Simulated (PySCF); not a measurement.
C₅H₁₄Si, SMILES CC[SiH](C)CC, GFN2-xTB optimised geometry.

```
20

Si    -0.55    -0.40     0.00
C     -1.20     1.39     0.00
C      1.37    -0.40     0.00
C      1.99     0.30     1.20
C     -1.20    -1.33     1.54
C     -2.72    -1.45     1.56
H     -1.01    -1.09    -1.22
H     -2.27     1.41    -0.15
H     -0.99     1.89     0.94
H     -0.75     1.97    -0.80
H      1.72     0.08    -0.91
H      1.73    -1.43    -0.04
H      1.68    -0.18     2.13
H      1.67     1.34     1.24
H      3.07     0.28     1.15
H     -0.76    -2.33     1.57
H     -0.87    -0.82     2.45
H     -3.07    -1.97     0.68
H     -3.18    -0.47     1.58
H     -3.05    -2.00     2.44
```

Density from CAM-B3LYP/def2-SVP (PySCF) at that geometry.

Minimum of the electron density along straight lines between bonded atoms, close to the bond critical point (lines longer than 1.1 times the sum of covalent radii, or with two minima, are not listed):

| bond | length / Å | ρ at the minimum / e bohr⁻³ | ∇²ρ there / e bohr⁻⁵ | position (fraction from the first atom) |
|---|---|---|---|---|
| Si1–C2 | 1.904 | 0.110 | 0.32 | 0.38 |
| Si1–C3 | 1.910 | 0.112 | 0.31 | 0.38 |
| C3–C4 | 1.525 | 0.241 | -0.55 | 0.50 |
| Si1–C5 | 1.910 | 0.112 | 0.31 | 0.38 |
| C5–C6 | 1.525 | 0.242 | -0.55 | 0.50 |
| Si1–H7 | 1.476 | 0.114 | 0.32 | 0.49 |
| C2–H8 | 1.086 | 0.272 | -0.98 | 0.63 |
| C2–H9 | 1.087 | 0.271 | -0.97 | 0.63 |
| C2–H10 | 1.086 | 0.272 | -0.98 | 0.63 |
| C3–H11 | 1.091 | 0.272 | -0.97 | 0.62 |
| C3–H12 | 1.091 | 0.272 | -0.97 | 0.62 |
| C4–H13 | 1.088 | 0.277 | -1.02 | 0.63 |
| C4–H14 | 1.088 | 0.277 | -1.02 | 0.63 |
| C4–H15 | 1.089 | 0.276 | -1.02 | 0.63 |
| C5–H16 | 1.091 | 0.271 | -0.96 | 0.62 |
| C5–H17 | 1.092 | 0.271 | -0.96 | 0.62 |
| C6–H18 | 1.087 | 0.278 | -1.03 | 0.63 |
| C6–H19 | 1.087 | 0.277 | -1.02 | 0.63 |
| C6–H20 | 1.089 | 0.276 | -1.02 | 0.63 |
